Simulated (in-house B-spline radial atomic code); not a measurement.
Orbital energies and mean radii along the 22-electron series, configuration [Ar] 3d4. The effective charge is n√(-2ε), a non-relativistic measure. Computed with a B-spline radial code for spherical atoms: Dirac-Hartree-Fock, average of the configuration, finite nuclei.

```json
{"ion": "V+", "Z": "23", "energy of 2p3/2 (Eh)": "-20.068", "mean radius of 2p3/2 (bohr)": "0.27383", "energy of 2p1/2 (Eh)": "-20.334", "mean radius of 2p1/2 (bohr)": "0.27115", "effective charge of 2p3/2": "12.671"}
{"ion": "Cr2+", "Z": "24", "energy of 2p3/2 (Eh)": "?", "mean radius of 2p3/2 (bohr)": "?", "energy of 2p1/2 (Eh)": "?", "mean radius of 2p1/2 (bohr)": "?", "effective charge of 2p3/2": "?"}
{"ion": "Mn3+", "Z": "25", "energy of 2p3/2 (Eh)": "-26.18", "mean radius of 2p3/2 (bohr)": "0.24724", "energy of 2p1/2 (Eh)": "-26.57", "mean radius of 2p1/2 (bohr)": "0.24438", "effective charge of 2p3/2": "14.472"}
{"ion": "Fe4+", "Z": "26", "energy of 2p3/2 (Eh)": "-29.671", "mean radius of 2p3/2 (bohr)": "0.23577", "energy of 2p1/2 (Eh)": "-30.137", "mean radius of 2p1/2 (bohr)": "0.23282", "effective charge of 2p3/2": "15.407"}
{"ion": "Co5+", "Z": "27", "energy of 2p3/2 (Eh)": "-33.431", "mean radius of 2p3/2 (bohr)": "0.22529", "energy of 2p1/2 (Eh)": "-33.983", "mean radius of 2p1/2 (bohr)": "0.22225", "effective charge of 2p3/2": "16.354"}
{"ion": "Ni6+", "Z": "28", "energy of 2p3/2 (Eh)": "?", "mean radius of 2p3/2 (bohr)": "?", "energy of 2p1/2 (Eh)": "?", "mean radius of 2p1/2 (bohr)": "?", "effective charge of 2p3/2": "?"}
{"ion": "Cu7+", "Z": "29", "energy of 2p3/2 (Eh)": "-41.739", "mean radius of 2p3/2 (bohr)": "0.20686", "energy of 2p1/2 (Eh)": "-42.501", "mean radius of 2p1/2 (bohr)": "0.20364", "effective charge of 2p3/2": "18.273"}
```

(1) Fill in the row of Cr2+.

(2) Fill in the row of Ni6+.

(3) How does the screening of 2p3/2 change?

Results:

(1) energy of 2p3/2 (Eh): -22.971; mean radius of 2p3/2 (bohr): 0.25987; energy of 2p1/2 (Eh): -23.295; mean radius of 2p1/2 (bohr): 0.25709; effective charge of 2p3/2: 13.556.

(2) energy of 2p3/2 (Eh): -37.454; mean radius of 2p3/2 (bohr): 0.21569; energy of 2p1/2 (Eh): -38.105; mean radius of 2p1/2 (bohr): 0.21256; effective charge of 2p3/2: 17.31.

(3) Z less the effective charge goes from 10.33 at Z = 23 to 10.73 at Z = 29.
